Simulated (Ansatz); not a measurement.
Total energies of FH₃NO₂Ta (`[NH]=[Ta]([OH])([OH])[F]`).

```xyz
8

N     0.9339   -0.4253    1.0985
Ta   -0.3385   -0.2605   -0.1121
O    -1.3379    1.3208    0.2429
O     0.4552   -0.1139   -1.8367
F    -1.4769   -1.7697   -0.0524
H     1.6356   -0.5699    1.8033
H    -1.2479    1.9593    0.9498
H     1.3765   -0.1408   -2.0932
```

The species carries charge 0 and has multiplicity 1. Correlated methods include outer-core shells of Ta, which these sets cover unevenly. Ta takes the def2 core potential. All single points use the PBE0-D4/def2-TZVP geometry. It is one conformer, not always the lowest. Basis def2-TZVPP, Ansatz.

RPA on PBE orbitals: Hartree–Fock energy of these orbitals -362.03228 Eh, correlation -1.99019 Eh (frozen core).

| functional | energy without D4 (Eh) | D4 term (kJ/mol) |
| --- | --- | --- |
| revPBE | -364.21211 | -39.3 |
| r2SCAN | -364.13946 | -3.7 |
| PBE0 | -363.91196 | -13.0 |
| B3LYP | -364.26894 | -24.6 |
| HSE06 (plane-wave form) | -363.89780 | -12.2 |
| CAM-B3LYP | -364.10886 | -13.3 |
| LC-ωPBE | -364.08397 | – |
| ωB97X-V | -364.10736 | – |
| B2PLYP | -363.95346 | – |
| PBE-QIDH | -363.78436 | – |

Q: Give the same for LDA (SPW92), PBE, BLYP, B97M-V, r2SCANh, r2SCAN0, BHLYP, ωB97M-V. (Best estimate.)

A: Computed: 
```csv
functional,energy without D4 (Eh),D4 term (kJ/mol)
LDA (SPW92),-361.99159,–
PBE,-363.96981,-15.2
BLYP,-364.19832,-32.3
B97M-V,-364.15698,–
r2SCANh,-364.09471,-3.9
r2SCAN0,-364.02957,-4.4
BHLYP,-363.97278,-20.6
ωB97M-V,-364.07111,–
```

B3LYP takes the VWN-RPA correlation (the form of Gaussian; ORCA's B3LYP/G). HSE06 is the plane-wave form, built on full-range PBE exchange. The double hybrids freeze the cores in their second-order part.

LC-ωPBE has ω = 0.4 bohr⁻¹.
